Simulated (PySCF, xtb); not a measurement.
Si(OH)2(PH2)2 (H6O2P2Si), SMILES O[Si](O)(P)P.

GFN2-xTB in xtb 6.7.1 at its own geometry gives an orbital gap of 4.17 eV and a dipole moment of 2.13 D.

The structure is a stationary point at B3LYP-D3(BJ)/def2-SVP. The structure was generated by enumeration, and PubChem lists no compound with its InChIKey, so it may never have been made. One conformer was computed; it need not be the lowest.

Problem. What does PySCF with PBE/def2-TZVP give? (Estimate from the structure and the level; the computed values follow.)

Solution. gap 5.22 eV (levels -6.14 and -0.93 eV), dipole 1.35 D.
